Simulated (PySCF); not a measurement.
## Germanium: a sound run and one with changed settings

Sound run: Ge²⁺ [Ar] 3d10 4s2, Ge³⁺ [Ar] 3d10 4s1. Computed with PySCF 2.14 in def2-TZVP, with the non-relativistic Hamiltonian (point nucleus). The sound run starts from symmetry-adapted Hartree-Fock orbitals and uses a fine grid where one is needed.

A second run was set up differently.

```csv
species,method,sound run (hartree),changed run (hartree),converged
Ge²⁺,UHF,-2074.48816,-2074.48816,yes
Ge²⁺,PBE,-2075.73223,-2080.01244,yes
Ge²⁺,B3LYP,-2076.09358,-2079.02475,yes
Ge³⁺,UHF,-2073.32303,-2073.32303,yes
Ge³⁺,PBE,-2074.48790,-2078.46994,yes
Ge³⁺,B3LYP,-2074.84586,-2077.54055,yes
```

Ionisation energy of Ge²⁺:

```csv
method,sound run (eV),changed run (eV)
UHF,31.705,31.705
PBE,33.860,41.973
B3LYP,33.952,40.387
```

**Question.** What was changed?
A. basis contracted for another Hamiltonian
B. radial grid too coarse
C. all electrons correlated in a valence basis
D. level shift left on

**Answer.** B. It used radial step 1.2 in ln r (0.13 in the sound run). A coarse radial grid mis-integrates the density and the exchange-correlation energy, with errors of either sign; Hartree-Fock needs no grid.
